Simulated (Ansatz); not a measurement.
The cluster Mo₂O₆⁺: single points at one geometry.

```yaml
crystal:
  periodic: [false, false, false]
  atoms:
    - {symbol: Mo, position_ang: [-1.077497, -0.929910, -0.198790]}
    - {symbol: Mo, position_ang: [1.077507, 0.929899, 0.198812]}
    - {symbol: O, position_ang: [2.214585, 0.847645, 1.438312]}
    - {symbol: O, position_ang: [1.396054, 2.268484, -0.772161]}
    - {symbol: O, position_ang: [0.746765, -0.708819, -0.732045]}
    - {symbol: O, position_ang: [-0.746721, 0.708733, 0.732168]}
    - {symbol: O, position_ang: [-2.214487, -0.847489, -1.438361]}
    - {symbol: O, position_ang: [-1.396206, -2.268543, 0.772065]}
basis:
  gaussian: {orbitals: def2-TZVP, initial_orbitals: start.molden}
total_charge: 1
magnetization: {spin_polarized: true, initial_magnetization: 1}
hamiltonian: {xc: r2scan, dispersion: d4}
scf: {omitted_lower_state_checks: [starts]}
output: {orbitals: {seedname: orbitals}}
```

The file start.molden holds the orbitals of an earlier run on this structure, at another level or in another basis.

```sh
$ ansatz run in.yaml --threads 2 --pin off --events-out ev --progress --plain --max-ram 32768MiB --backend cpu
```

It prints (some lines left out):

```
Functional definition: r2SCAN
1522 factors; their error is unknown
mean field evaluation 1: about -15993.4024 eV, gradient 5.6e0 eV
mean field evaluation 2: about -15993.4788 eV, gradient 8.1e0 eV
mean field evaluation 4: about -15993.8699 eV, gradient 3.8e-1 eV
mean field evaluation 8: about -15993.8636 eV, gradient 1.5e-3 eV
mean field -15993.86361146 eV, -587.7636466910 hartree, gradient 1.4e-5 eV, S^2 0.769824; 0 other end points of the search recorded, 0 dependent functions left out
reference -15993.86362357 eV, -587.7636471360 hartree; 38, 37 occupied and 228, 229 virtual orbitals, 1522 factors
Total energy: -15993.93297471 eV, -587.7661957433 hartree
Checks for a lower state left out: starts
```

Run time 25 s (2 threads of AMD EPYC 7R13 on a shared host).

As the first input, with `gaussian: {orbitals: def2-TZVP}`, `hamiltonian: {xc: pbe0, dispersion: d4}` (abridged; 65 s):

```
Functional definition: PBE0
mean field evaluation 16: about -15981.8311 eV, gradient 2.2e-1 eV
mean field evaluation 32: about -15981.8414 eV, gradient 7.4e-2 eV
mean field -15981.84584776 eV, -587.3220020210 hartree, gradient 7.3e-6 eV, S^2 0.808308
Total energy: -15982.09684896 eV, -587.3312261450 hartree
Checks for a lower state left out: starts
```

As the first input, with `gaussian: {orbitals: def2-SVP, initial_orbitals: start.molden}`, `hamiltonian: {xc: {name: LC-wPBE, parameters: {omega: 0.3/bohr}}}` (abridged; 18 s):

```
Functional definition: LC-wPBE
mean field -15972.21850387 eV, -586.9682036588 hartree, gradient 2.5e-5 eV, S^2 0.800319
Total energy: -15972.21850390 eV, -586.9682036599 hartree
Checks for a lower state left out: starts
```

As the first input, with `gaussian: {orbitals: def2-SVP, initial_orbitals: start.molden}`, `hamiltonian: {xc: {name: LC-wPBE, parameters: {omega: 0.15/bohr}}}` (abridged; 22 s):

```
Functional definition: LC-wPBE
mean field evaluation 16: about -15973.2901 eV, gradient 4.0e-5 eV
mean field -15973.29013412 eV, -587.0075853441 hartree, gradient 3.3e-6 eV, S^2 0.761929
Total energy: -15973.29013424 eV, -587.0075853484 hartree
Checks for a lower state left out: starts
```

First input, but with `gaussian: {orbitals: def2-SVP, initial_orbitals: start.molden}`, `hamiltonian: {xc: {name: LC-wPBE, parameters: {omega: 0.1/bohr}}}` (abridged; 25 s):

```
Functional definition: LC-wPBE
mean field -15973.41925471 eV, -587.0123304380 hartree, gradient 1.4e-5 eV, S^2 0.759692
Total energy: -15973.41925500 eV, -587.0123304489 hartree
Checks for a lower state left out: starts
```

The first input with `hamiltonian: {xc: pbe, dispersion: d4}` (abridged; 10 s):

```
Functional definition: PBE
mean field -15987.70149305 eV, -587.5371930163 hartree, gradient 1.7e-5 eV, S^2 0.758786
Total energy: -15987.99457351 eV, -587.5479635244 hartree
Checks for a lower state left out: starts
```

The first input with `gaussian: {orbitals: def2-SVP, initial_orbitals: start.molden}`, `hamiltonian: {xc: {name: LC-wPBE, parameters: {omega: 0.2/bohr}}}` (abridged; 21 s):

```
Functional definition: LC-wPBE
mean field -15972.99038038 eV, -586.9965695971 hartree, gradient 5.1e-6 eV, S^2 0.778061
Total energy: -15972.99038044 eV, -586.9965695995 hartree
Checks for a lower state left out: starts
```

Geometry: r2SCAN-D4/def2-SVP, that of the neutral singlet.

In the def2 sets Mo takes a core potential; there is no spin–orbit coupling. At r2SCAN-D4/def2-TZVP, PBE-D4/def2-TZVP the gap within one spin of the charge 1 doublet nearly closes, so an electron or hole may be smeared out by delocalisation error. The structure comes from a short search, and lower isomers may exist.
